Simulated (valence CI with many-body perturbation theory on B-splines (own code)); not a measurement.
# Dy XVI: calculated level list

Computed by configuration interaction combined with many-body perturbation theory (CI+MBPT): five valence electrons over a frozen Dirac-Fock core [Kr] 4d10, radial functions for each j: 7 s, 7 p, 7 d, 7 f, 4 g, 2 h, with the one-electron correlation potential Σ1 (screened to all orders), the two-electron term Σ2, the three-electron term Σ3, Breit, model QED; selected single and double excitations, second order for the rest, scaled by the run's own slope (own B-spline code, finite nucleus).

No measured levels were compared; by estimate terms of the open shell hold to a few per cent of their energy, and close levels can change places; configurations with another count of f electrons can be misplaced by thousands of cm⁻¹. Among the levels kept, up to 1300 cm⁻¹ of a level comes from second order outside the variational space, and about a tenth of that is noise between levels of different J, which matters for small intervals.

Levels 181 to 206 of 206, with energies above the lowest level, 4f5 6H°_5/2. "Leading %" is the weight of the configuration and term that name the level; weights of strongly mixed levels are sums over their largest components and can fall short.

| No. | Configuration | Term | J | E (cm⁻¹) | Leading % | Second component | g |
| --- | --- | --- | --- | --- | --- | --- | --- |
| 181 | 4f5 | 4H° | 13/2 | 81612 | 55 | 30 % 4f5 4K° | 1.124 |
| 182 | 4f4 5s | 2D | 3/2 | 82031 | 42 | 16 % 4f4 5s 4D | 1.066 |
| 183 | 4f4 5s | 6D | 9/2 | 82265 | 69 | 24 % 4f4 5s 4F | 1.473 |
| 184 | 4f5 | 2F° | 5/2 | 82785 | 23 | 21 % 4f5 4G° | 1.085 |
| 185 | 4f5 | 4K° | 11/2 | 82785 | 47 | 29 % 4f5 2H° | 0.944 |
| 186 | 4f5 | 2L° | 15/2 | 83623 | 34 | 33 % 4f5 4K° | 1.035 |
| 187 | 4f5 | 2F° | 7/2 | 83836 | 67 | 27 % 4f5 2G° | 1.072 |
| 188 | 4f4 5s | 2L | 17/2 | 83906 | 71 | 14 % 4f4 5s 4M | 1.048 |
| 189 | 4f4 5s | 2D | 5/2 | 83973 | 61 | 16 % 4f4 5s 4F | 1.143 |
| 190 | 4f5 | 2H° | 9/2 | 84573 | 62 | 27 % 4f5 2G° | 0.976 |
| 191 | 4f4 5s | 2G | 7/2 | 84695 | 32 | 30 % 4f4 5s 2F | 1.079 |
| 192 | 4f4 5s | 4G | 11/2 | 84732 | 70 | 18 % 4f4 5s 2H | 1.207 |
| 193 | 4f5 | 4K° | 15/2 | 84820 | 61 | 25 % 4f5 2K° | 1.065 |
| 194 | 4f4 5s | 2P | 1/2 | 84851 | 86 | 11 % 4f4 5s 4D | 0.609 |
| 195 | 4f5 | 4P° | 1/2 | 84904 | 80 | 13 % 4f5 4D° | 2.190 |
| 196 | 4f5 | 4K° | 13/2 | 85422 | 51 | 35 % 4f5 2I° | 1.025 |
| 197 | 4f5 | 4K° | 17/2 | 85582 | 94 | 6 % 4f5 2L° | 1.168 |
| 198 | 4f4 5s | 2P | 3/2 | 85720 | 38 | 25 % 4f4 5s 2D | 0.981 |
| 199 | 4f4 5s | 4F | 7/2 | 86668 | 66 | 8 % 4f4 5s 2F | 1.191 |
| 200 | 4f4 5s | 2F | 5/2 | 86853 | 49 | 17 % 4f4 5s 2D | 1.067 |
| 201 | 4f4 5s | 2I | 11/2 | 87194 | 62 | 21 % 4f4 5s 2H | 0.995 |
| 202 | 4f5 | 2F° | 5/2 | 87297 | 51 | 23 % 4f5 4P° | 1.126 |
| 203 | 4f5 | 2D° | 3/2 | 87619 | 47 | 24 % 4f5 4P° | 1.102 |
| 204 | 4f4 5s | 2G | 9/2 | 87706 | 48 | 17 % 4f4 5s 2H | 1.084 |
| 205 | 4f5 | 2H° | 9/2 | 87723 | 60 | 21 % 4f5 2G° | 0.956 |
| 206 | 4f4 5s | 2L | 15/2 | 87737 | 54 | 26 % 4f4 5s 2K | 0.969 |

Names give the largest LS component (configuration and term), which can be under half, so a name can repeat, a term be missing and a line seem to break the LS rules; names also repeat where a configuration has a term twice.

Where two levels of one J and parity lie close, their mixing, g and order are uncertain.
